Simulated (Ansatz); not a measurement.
Isolated molecules relaxed with PBE0-D4/def2-TZVP in Ansatz; ΔE leaves out vibrations. CCSD(T)/CBS adds triple-zeta CCSD(T) − MP2 to the extrapolated MP2 energy (def2 sets, frozen cores). DFT in def2-TZVPP. B3LYP here is the variant with VWN-RPA as its local correlation; programs differ in this. One conformer a species, not always the lowest.

`C[Si](O)(F)[SiH3]` → `O[SiH2][SiH2]CF`  (isomerisation)

`C[Si](O)(F)[SiH3]`:

```xyz
12

C    -1.437   -0.587    0.770
Si   -0.084   -0.366   -0.483
O    -0.609    0.407   -1.830
F     0.403   -1.846   -0.882
Si    1.773    0.849    0.266
H    -1.067   -1.116    1.651
H    -2.262   -1.172    0.351
H    -1.831    0.380    1.091
H    -1.414    0.104   -2.254
H     2.369    0.177    1.453
H     1.353    2.219    0.668
H     2.805    0.951   -0.799
```

`O[SiH2][SiH2]CF`:

Z-matrix (Å, degrees):
```
Si
Si 1 2.351
O 1 1.655 2 112.0
H 1 1.490 2 109.3 3 123.8
H 1 1.485 2 109.8 3 -116.9
C 2 1.903 1 110.7 3 176.8
H 2 1.491 1 110.7 3 -62.0
H 2 1.491 1 111.0 3 58.0
H 3 0.958 1 117.5 2 65.4
F 6 1.392 2 110.2 1 53.8
H 6 1.095 2 111.5 1 173.8
H 6 1.095 2 111.0 1 -66.0
```

Is it downhill or uphill in electronic energy at CCSD(T)/CBS, and by how much? (Best estimate.)

Ansatz gave: Uphill: ΔE = +68.2 kcal/mol.

What do these levels give: r2SCAN-D4, PBE0-D4, B3LYP-D4, ωB97X-V, B2PLYP, HF/def2-TZVPP, CCSD/def2-TZVPP, CCSD(T)/def2-TZVPP, HF/def2-QZVPP, MP2/def2-QZVPP, MP2/CBS(def2), CCSD/CBS(def2)? (An estimate is asked.)

The calculation gave: r2SCAN-D4 67.4, PBE0-D4 65.5, B3LYP-D4 65.8, ωB97X-V 65.6, B2PLYP 67.1, HF/def2-TZVPP 66.9, CCSD/def2-TZVPP 67.6, CCSD(T)/def2-TZVPP 67.4, HF/def2-QZVPP 67.3, MP2/def2-QZVPP 70.6, MP2/CBS(def2) 70.9, CCSD/CBS(def2) 68.4 kcal/mol.

Largest T1 diagnostic among the species: 0.012.

From PBE to PBE0 (25 % exact exchange), in def2-TZVPP and without D4, ΔE moves by +1.9 kcal/mol.
